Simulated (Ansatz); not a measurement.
Mulliken charges of `[BH2][GeH]([F])[GaH2]` from PBE/def2-TZVPP in Ansatz (PBE0-D4/def2-TZVP geometry).

```
atom   x (Å)   y (Å)   z (Å)  charge (e)
  B1  -0.951   1.596   0.427      -0.135
 Ge2   0.654   0.434  -0.047       0.311
  F3   1.856   0.496   1.240      -0.366
 Ga4   0.097  -1.939  -0.404       0.160
  H5  -1.796   1.769  -0.401       0.045
  H6  -1.102   2.039   1.524       0.057
  H7   1.407   0.963  -1.291      -0.017
  H8  -0.842  -2.325  -1.603      -0.034
  H9   0.677  -3.035   0.555      -0.021
```

Task: By hand: the dipole of these point charges (1 e Å = 4.8032 D).

Result: Σ q r = (-0.485, -0.250, -0.457) e Å, of length 0.712 e Å = 3.42 D.

Task: How does the dipole of the full density compare? (Estimate.)

Result: Computed: (-0.313, -0.115, -0.286) e Å, 2.11 D; the point charges give 1.62 times that, at 5° from its direction.

Point charges leave out the atoms' own dipoles, such as those of lone pairs, and Mulliken's split depends on the basis, so the two needn't agree.
